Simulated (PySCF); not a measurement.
**Two-component Hartree-Fock for Ag³²⁺ (silver, charge +32)**

Start: [Ne] 3s2 3p3; 3p1/2 filled at m_j = -1/2, +1/2; 3p3/2 filled at m_j = +3/2. Calculated with PySCF 2.14 in an uncontracted even-tempered set (19 s from 5.5 bohr⁻², ratio 2.4; 14 p from 7.2 bohr⁻², ratio 2.4; 5 d from 27 bohr⁻², ratio 2.6; 4 f from 41 bohr⁻², ratio 2.6): generalised Hartree-Fock with the X2C-1e Hamiltonian and a Gaussian nucleus; one run each with spin-orbit coupling (SO) switched off, then screened by Boettger's factors.

```
spinor shell  electrons  ε, spin-free (eV)  ε, screened SO (eV)  weight of nominal j (screened SO)  rms radius, screened SO (bohr)
       1s1/2          2           -27381.6             -27377.8                              1.000                          0.0357
       2s1/2          2            -5524.0              -5522.2                              1.000                           0.144
       2p1/2          2            -5130.2              -5257.2                              1.000                           0.124
       2p3/2          4            -5130.2              -5069.4                              1.000                           0.129
       3s1/2          2            -2094.5              -2093.7                              1.000                           0.351
       3p1/2          2            -1984.5              -2002.5                              0.985                           0.338
       3p3/2          1            -1984.5              -1964.1                              1.000                           0.345
```

| quantity | spin-free | screened SO |
| --- | --- | --- |
| E (hartree) | -4523.99693 | -4525.94073 |
| M_J | 3/2 | 3/2 |
| ⟨J²⟩ | 3.750 | 3.752 |
| ⟨L²⟩ | 0.000 | 1.961 |
| ⟨S²⟩ | 3.750 | 1.833 |

Each row is a mean over spinors that exchange with the open shell spreads, by up to 23.896 eV (3s1/2).

Breit and QED terms are absent; they matter most for the inner s and p1/2 levels.

Densities and radii are taken from the X2C orbitals without a picture-change correction, which distorts them close to the nucleus.

Without spin-orbit coupling the j labels of p, d and f shells carry no meaning; the spin-free column gives the mean over the occupied spinors of each nl shell.
